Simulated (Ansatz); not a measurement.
Reaction (ligand exchange at the Si–F bond): `N[Si](N)(O)F` + NH₃ → `N[Si](N)(N)O` + H–F

Program: Ansatz. Geometries: PBE0-D4/def2-TZVP. ΔE: electronic, gas phase. CCSD(T)/CBS is the MP2 limit (def2-TZVPP, def2-QZVPP) plus CCSD(T) − MP2 in def2-TZVPP, frozen cores. This one scheme is used for every species. Functionals use def2-TZVPP. B3LYP here is the variant with VWN-RPA as its local correlation; programs differ in this. HSE06 is defined as in plane-wave codes. Each species was taken in one conformer, which may not be the lowest.

```json
{"level": "LDA (SPW92)", "ΔE (kJ/mol)": "91.8", "difference from CCSD(T)/CBS": "-3.7"}
{"level": "PBE-D4", "ΔE (kJ/mol)": "93.6", "difference from CCSD(T)/CBS": "-1.9"}
{"level": "revPBE-D4", "ΔE (kJ/mol)": "88.9", "difference from CCSD(T)/CBS": "-6.6"}
{"level": "BLYP-D4", "ΔE (kJ/mol)": "99.0", "difference from CCSD(T)/CBS": "3.5"}
{"level": "r2SCAN-D4", "ΔE (kJ/mol)": "102.4", "difference from CCSD(T)/CBS": "6.9"}
{"level": "B97M-V", "ΔE (kJ/mol)": "107.2", "difference from CCSD(T)/CBS": "11.7"}
{"level": "PBE0-D4", "ΔE (kJ/mol)": "94.3", "difference from CCSD(T)/CBS": "-1.2"}
{"level": "B3LYP-D4", "ΔE (kJ/mol)": "100.3", "difference from CCSD(T)/CBS": "4.8"}
{"level": "r2SCAN0-D4", "ΔE (kJ/mol)": "100.9", "difference from CCSD(T)/CBS": "5.4"}
{"level": "HSE06-D4", "ΔE (kJ/mol)": "94.2", "difference from CCSD(T)/CBS": "-1.3"}
{"level": "BHLYP-D4", "ΔE (kJ/mol)": "103.7", "difference from CCSD(T)/CBS": "8.2"}
{"level": "CAM-B3LYP-D4", "ΔE (kJ/mol)": "103.2", "difference from CCSD(T)/CBS": "7.7"}
{"level": "ωB97X-V", "ΔE (kJ/mol)": "100.4", "difference from CCSD(T)/CBS": "4.9"}
{"level": "ωB97M-V", "ΔE (kJ/mol)": "99.4", "difference from CCSD(T)/CBS": "3.9"}
{"level": "B2PLYP", "ΔE (kJ/mol)": "103.2", "difference from CCSD(T)/CBS": "7.7"}
{"level": "PBE-QIDH", "ΔE (kJ/mol)": "96.3", "difference from CCSD(T)/CBS": "0.8"}
{"level": "PBE", "ΔE (kJ/mol)": "97.9", "difference from CCSD(T)/CBS": "2.4"}
{"level": "revPBE", "ΔE (kJ/mol)": "100.0", "difference from CCSD(T)/CBS": "4.5"}
{"level": "BLYP", "ΔE (kJ/mol)": "108.0", "difference from CCSD(T)/CBS": "12.5"}
{"level": "r2SCAN", "ΔE (kJ/mol)": "103.6", "difference from CCSD(T)/CBS": "8.1"}
{"level": "PBE0", "ΔE (kJ/mol)": "98.1", "difference from CCSD(T)/CBS": "2.6"}
{"level": "B3LYP", "ΔE (kJ/mol)": "107.1", "difference from CCSD(T)/CBS": "11.6"}
{"level": "r2SCAN0", "ΔE (kJ/mol)": "102.3", "difference from CCSD(T)/CBS": "6.8"}
{"level": "HSE06", "ΔE (kJ/mol)": "97.7", "difference from CCSD(T)/CBS": "2.2"}
{"level": "BHLYP", "ΔE (kJ/mol)": "108.8", "difference from CCSD(T)/CBS": "13.3"}
{"level": "CAM-B3LYP", "ΔE (kJ/mol)": "107.1", "difference from CCSD(T)/CBS": "11.6"}
{"level": "HF/def2-SVP", "ΔE (kJ/mol)": "110.3", "difference from CCSD(T)/CBS": "14.8"}
{"level": "MP2/def2-SVP", "ΔE (kJ/mol)": "100.6", "difference from CCSD(T)/CBS": "5.1"}
{"level": "CCSD/def2-SVP", "ΔE (kJ/mol)": "103.2", "difference from CCSD(T)/CBS": "7.7"}
{"level": "CCSD(T)/def2-SVP", "ΔE (kJ/mol)": "101.9", "difference from CCSD(T)/CBS": "6.4"}
{"level": "HF/def2-TZVPP", "ΔE (kJ/mol)": "114.5", "difference from CCSD(T)/CBS": "19.0"}
{"level": "SCS-MP2/def2-TZVPP", "ΔE (kJ/mol)": "97.9", "difference from CCSD(T)/CBS": "2.4"}
{"level": "CCSD/def2-TZVPP", "ΔE (kJ/mol)": "98.8", "difference from CCSD(T)/CBS": "3.3"}
{"level": "CCSD(T)/def2-TZVPP", "ΔE (kJ/mol)": "96.2", "difference from CCSD(T)/CBS": "0.7"}
{"level": "HF/def2-QZVPP", "ΔE (kJ/mol)": "115.8", "difference from CCSD(T)/CBS": "20.3"}
{"level": "MP2/def2-QZVPP", "ΔE (kJ/mol)": "93.3", "difference from CCSD(T)/CBS": "-2.2"}
{"level": "SCS-MP2/def2-QZVPP", "ΔE (kJ/mol)": "97.9", "difference from CCSD(T)/CBS": "2.4"}
{"level": "HF/CBS(def2)", "ΔE (kJ/mol)": "115.9", "difference from CCSD(T)/CBS": "20.4"}
{"level": "MP2/CBS(def2)", "ΔE (kJ/mol)": "92.6", "difference from CCSD(T)/CBS": "-2.9"}
{"level": "CCSD/CBS(def2)", "ΔE (kJ/mol)": "98.0", "difference from CCSD(T)/CBS": "2.5"}
{"level": "CCSD(T)/CBS", "ΔE (kJ/mol)": "95.5", "difference from CCSD(T)/CBS": "0"}
```

(1) What do rigid-rotor, harmonic-oscillator terms from PBE0-D4/def2-TZVP frequencies (298.15 K, 1 bar) make of the CCSD(T)/CBS value? (Estimate.)

Largest T1 diagnostic among the species: 0.010.

## Answers

(1) Computed: ΔZPE = -3.0 kJ/mol, ΔH = +92.7 kJ/mol, ΔS = -11 J/(mol·K), ΔG = +96.2 kJ/mol.

The D4 term adds −6.8 kJ/mol with B3LYP and −3.7 kJ/mol with PBE0; it sums over pairs of atoms, weighted by their polarisabilities, and B3LYP, whose exchange is more repulsive, gets the larger term. Leaving LDA and LC-ωPBE aside and taking each functional with its dispersion term where it has one, the values spread over 18.3 kJ/mol, from revPBE-D4 to B97M-V. LDA lies −6.1 kJ/mol from PBE without D4. At CCSD(T), def2-SVP lies +6.4 kJ/mol from the extrapolated value and def2-TZVPP +0.7 kJ/mol.
